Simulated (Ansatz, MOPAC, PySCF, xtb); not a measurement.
Lewis adduct: AlH3 (SMILES [AlH3]) (first 4 atoms) with H2O (SMILES O); geometry from B3LYP-D3(BJ)/def2-TZVP, rigid monomers moved along the line of their centres of mass till Al1···O5 is 1.84 Å.
(charge 0, multiplicity 1):
| atom | x (Å) | y (Å) | z (Å) |
|---|---|---|---|
| Al | -0.0213 | 0.2183 | 0.3257 |
| H | 0.6033 | -0.9348 | -0.5657 |
| H | -1.6083 | 0.3857 | 0.3374 |
| H | 0.8687 | 1.5100 | 0.6192 |
| O | 0.0999 | -0.4743 | 2.0260 |
| H | -0.7651 | -0.5759 | 2.4436 |
| H | 0.6480 | 0.0703 | 2.6056 |

| level | interaction energy (kJ/mol) | minus CCSD(T)/CBS(aug-cc-pV(D+d)Z, aug-cc-pV(T+d)Z) |
|---|---|---|
| AM1 | -78.3 | 2.9 |
| PM3 | -166.4 | -85.2 |
| PM7 | -94.6 | -13.4 |
| GFN1-xTB | -118.0 | -36.7 |
| GFN2-xTB | -130.4 | -49.2 |
| HF/STO-3G (no counterpoise) | -172.5 | -91.2 |
| HF/3-21G (no counterpoise) | -147.5 | -66.3 |
| HF/6-31G* | -68.1 | 13.2 |
| HF/6-31G* (no counterpoise) | -82.1 | -0.9 |
| HF/aug-cc-pV(D+d)Z | -64.0 | 17.3 |
| HF/aug-cc-pV(T+d)Z | -74.2 | 7.0 |
| PBE/def2-TZVPPD | -70.2 | 11.0 |
| PBE-D3(BJ)/def2-TZVPPD | -74.3 | 6.9 |
| PBE-D4/def2-TZVPPD | -74.1 | 7.1 |
| BP86/6-31G* (no counterpoise) | -89.7 | -8.5 |
| r2SCAN/def2-TZVPPD | -88.1 | -6.9 |
| r2SCAN-D3(BJ)/def2-TZVPPD | -89.3 | -8.0 |
| r2SCAN-D4/def2-TZVPPD | -89.1 | -7.8 |
| B3LYP/3-21G (no counterpoise) | -163.2 | -82.0 |
| B3LYP/6-31G* | -71.4 | 9.9 |
| B3LYP/6-31G* (no counterpoise) | -92.3 | -11.0 |
| B3LYP/6-311+G** (no counterpoise) | -63.9 | 17.3 |
| B3LYP/def2-TZVPPD | -69.0 | 12.2 |
| B3LYP-D4/def2-TZVPPD | -75.4 | 5.9 |
| PBE0/def2-TZVPPD | -80.7 | 0.6 |
| PBE0-D3(BJ)/def2-TZVPPD | -84.3 | -3.0 |
| PBE0-D4/def2-TZVPPD | -84.0 | -2.7 |
| M06-2X/6-31G* (no counterpoise) | -109.6 | -28.3 |
| wB97X-V/def2-TZVPPD | -82.0 | -0.8 |
| wB97M-V/def2-TZVPPD | -82.5 | -1.3 |
| MP2/6-31G* | -66.9 | 14.3 |
| MP2/6-31G* (no counterpoise) | -94.7 | -13.4 |
| MP2/aug-cc-pV(D+d)Z | -62.9 | 18.3 |
| MP2/CBS(aug-cc-pV(D+d)Z, aug-cc-pV(T+d)Z) | -81.0 | 0.2 |
| SCS-MP2/aug-cc-pV(T+d)Z | -74.0 | 7.3 |
| CCSD/aug-cc-pV(D+d)Z | -60.9 | 20.3 |
| CCSD/aug-cc-pV(T+d)Z | -77.5 | 3.8 |
| CCSD(T)/aug-cc-pV(D+d)Z | -61.2 | 20.1 |
| CCSD(T)/aug-cc-pV(T+d)Z | -78.3 | 2.9 |
| CCSD(T)/CBS(aug-cc-pV(D+d)Z, aug-cc-pV(T+d)Z) | -81.2 | 0.0 |

 The comparison column counts from a level with limits of its own.

The rows run from -172.5 (HF/STO-3G (no counterpoise)) to -60.9 kJ/mol (CCSD/aug-cc-pV(D+d)Z). In aug-cc-pV(T+d)Z the value moves HF -74.2, CCSD -77.5, CCSD(T) -78.3, a shift of -4.1 from HF to CCSD(T). From aug-cc-pV(D+d)Z to aug-cc-pV(T+d)Z CCSD(T) changes by -17.2. The dispersion term adds -4.1 in PBE-D3(BJ), -3.9 in PBE-D4, -1.1 in r2SCAN-D3(BJ). The 6 functionals in def2-TZVPPD without D3 or D4 span 19.1, from r2SCAN to B3LYP.

Monomers are frozen at their geometry in the pair; levels with a basis set take the counterpoise correction. Rows marked so take none.

Correlated levels freeze the cores. CBS: X⁻³ extrapolation of the correlation energy, Hartree–Fock from the larger set. Rows in 3-21G, 6-311+G**, 6-31G*, STO-3G carry no dispersion term and start afresh at each structure (6-31G* with six Cartesian d functions). MP2/6-31G* freezes PySCF's default core. The state that AM1, PM3, PM7 reach isn't checked; PM7 holds dispersion and hydrogen-bond terms.

The values were computed with Ansatz (Gaussian orbitals); MOPAC for AM1, PM3, PM7 (differences of heats of formation); PySCF for 3-21G rows, 6-311+G** rows, 6-31G* rows, STO-3G rows, the dispersion terms; xtb for the GFN methods. Values without a source in brackets are computed.

Ansatz is an electronic-structure program.
